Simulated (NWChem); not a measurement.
CH6AuN; SMILES [CH3][Au]<-[NH3]

def2 effective core potentials on Au; no spin-orbit coupling.

Give the equilibrium geometry at PBE0/def2-SVP with def2 effective core potentials on Au (NWChem) as an XYZ file, with the point group.

point group C3; any orientation.
```
9

Au     0.0000     0.0000     0.0424
C      0.0000     0.0000     2.0632
H     -1.0308     0.0129     2.4546
H      0.5266     0.8862     2.4546
H      0.5042    -0.8991     2.4546
N      0.0000     0.0000    -2.1464
H      0.6811     0.6605    -2.5214
H     -0.9126     0.2595    -2.5214
H      0.2315    -0.9201    -2.5214
```
